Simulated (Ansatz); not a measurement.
`FC/C=C/C(F)F` → `C/C=C(\F)C(F)F`  (isomerisation)

Computed with Ansatz on PBE0-D4/def2-TZVP structures; ΔE is electronic, products minus reactants. CBS: MP2 limit from def2 TZ/QZ plus the TZ coupled-cluster correction, frozen cores. Double bonds are as drawn, so ΔE can hold a change between cis and trans. DFT in def2-TZVPP. One conformer a species, not always the lowest.

`FC/C=C/C(F)F`:

```xyz
12

F     0.224   -2.484   -0.022
C     0.867   -1.550   -0.801
C     0.461   -0.165   -0.458
C    -0.420    0.146    0.478
C    -0.810    1.543    0.806
F    -0.236    2.438   -0.038
F    -2.160    1.687    0.691
H     1.947   -1.678   -0.663
H     0.635   -1.765   -1.851
H     0.940    0.620   -1.037
H    -0.906   -0.624    1.068
H    -0.541    1.834    1.828
```

`C/C=C(\F)C(F)F`:

Z-matrix (Å, degrees):
```
C
C 1 1.486
H 1 1.089 2 111.8
H 1 1.094 2 110.6 3 121.1
H 1 1.094 2 110.5 3 -120.8
C 2 1.320 1 125.2 3 0.6
H 2 1.084 1 119.0 3 -179.6
C 6 1.494 2 127.0 1 -179.8
F 6 1.342 2 122.5 1 -0.5
F 8 1.358 6 110.1 2 -114.4
F 8 1.350 6 110.7 2 4.6
H 8 1.096 6 112.0 2 126.2
```

CCSD(T)/CBS gives -7.1 kJ/mol.

Task: Another level gave -18.7 kJ/mol. Which?
A. HF/def2-TZVPP
B. CAM-B3LYP-D4/def2-TZVPP
C. r2SCAN/def2-TZVPP
D. LDA (SPW92)/def2-TZVPP

Result: D. LDA (SPW92) -18.7, r2SCAN -13.8, CAM-B3LYP-D4 -9.2, HF/def2-TZVPP -1.1 kJ/mol.

Task: What do rigid-rotor, harmonic-oscillator terms from PBE0-D4/def2-TZVP frequencies (298.15 K, 1 bar) make of the CCSD(T)/CBS value? (An estimate is asked.)

Result: Ansatz gave: ΔZPE = -2.2 kJ/mol, ΔH = -8.6 kJ/mol, ΔS = 2 J/(mol·K), ΔG = -9.1 kJ/mol.

Largest T1 diagnostic among the species: 0.012.

In def2-TZVPP, CCSD(T) changes the Hartree–Fock value by −6.8 kJ/mol (the triples alone add −1.4 kJ/mol) and MP2 by −7.3 kJ/mol. At CCSD(T), def2-SVP lies −4.6 kJ/mol from the extrapolated value and def2-TZVPP −0.8 kJ/mol.

CCSD(T)/CBS has its own doubt, a few kJ/mol and more with outer-core shells, so smaller differences from it don't rank the levels.
